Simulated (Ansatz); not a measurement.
System: BH3, charge 0, triplet. This triplet is an excited state, 3.8 eV above the singlet at CCSD(T)/cc-pV5Z (Ansatz, a quantum-chemistry and plane-wave program). BH3 (parent SMILES B, triplet).
B3LYP-D3(BJ)/def2-TZVP minimum from Ansatz:
```
B
H 1 1.1825
H 1 1.2791 2 118.60
H 3 1.1168 1 64.11 2 -105.34
```
Charge 0, spin multiplicity 3.

Total energies in aug-cc-pVDZ, 6 correlated electrons, 1 frozen orbitals. Radicals and triplets start from unrestricted determinants; spin-orbit coupling is neglected. Correlated methods leave the cores frozen. No relativity. Full CI freezes restricted core orbitals and the other rows unrestricted ones, which leaves a small offset even where coupled cluster is exact. The spin of H3B (parent SMILES B, triplet) was assumed, and the state is the lowest solution found for it.

| method | program | energy (Eh) | error against FCI (mEh) |
|---|---|---|---|
| HF | Ansatz | -26.26209 | 113.22 |
| MP2 | Ansatz | -26.35015 | 25.16 |
| CCSD | Ansatz | -26.37228 | 3.03 |
| CCSD(T) | Ansatz | -26.37467 | 0.63 |
| CCSDT(Q) | Ansatz | -26.37531 | 0.00 |
| CCSDTQ | Ansatz | -26.37532 | -0.01 |
| FCI | Ansatz | -26.37531 | 0.00 |

Rough core times of Ansatz's runs on a shared machine: CCSD(T) under 20 s, CCSDT(Q) 30 s, CCSDTQ 7 min, FCI 30 min.
